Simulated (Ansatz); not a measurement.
NaSi, multiplicity 4 (lowest of 2S+1 = 2, 4 at CCSD(T)/def2-TZVPP on PBE0 minima; our sources give no spin for the ground state, which may be another), most abundant isotopes (22.9898 and 27.9769 u). Constants from fifth-degree fits in 1/R to seven points on the lowest solution found; no spin–orbit coupling, no relativity up to Kr; ω_e x_e and α_e move by some per cent with the fit.

Correlated levels freeze the inner cores; with def2 sets outer-core shells near the valence are correlated too.

The values were computed with Ansatz (Gaussian basis) for Hartree–Fock, density functionals and correlated methods. Each number belongs to the level named beside it.

```tsv
level	r_e (Å)	ω_e (cm⁻¹)	ω_e x_e (cm⁻¹)	α_e (cm⁻¹)
PBE/def2-TZVPP	2.7126	246.4	1.44	0.00152
CCSD(T)/def2-QZVPP	2.6911	266.6	1.44	0.00146
```

Task: Derive the rotational constants, the centrifugal constant, the fundamental, the zero-point energy and the force constant.

Result: 
μ = 12.61967 u.
- PBE/def2-TZVPP: B_e = 16.8576/(μ r_e²) = 0.18154 cm⁻¹; B₀ = B_e − α_e/2 = 0.18078 cm⁻¹; D = 4B_e³/ω_e² = 3.94e-07 cm⁻¹; fundamental ω_e − 2ω_e x_e = 243 cm⁻¹; zero-point energy ω_e/2 − ω_e x_e/4 = 123 cm⁻¹; k = μ(2πcω_e)² = 45.1 N/m
- CCSD(T)/def2-QZVPP: B_e = 16.8576/(μ r_e²) = 0.18445 cm⁻¹; B₀ = B_e − α_e/2 = 0.18372 cm⁻¹; D = 4B_e³/ω_e² = 3.53e-07 cm⁻¹; fundamental ω_e − 2ω_e x_e = 264 cm⁻¹; zero-point energy ω_e/2 − ω_e x_e/4 = 133 cm⁻¹; k = μ(2πcω_e)² = 52.9 N/m

Ansatz is an electronic-structure program.
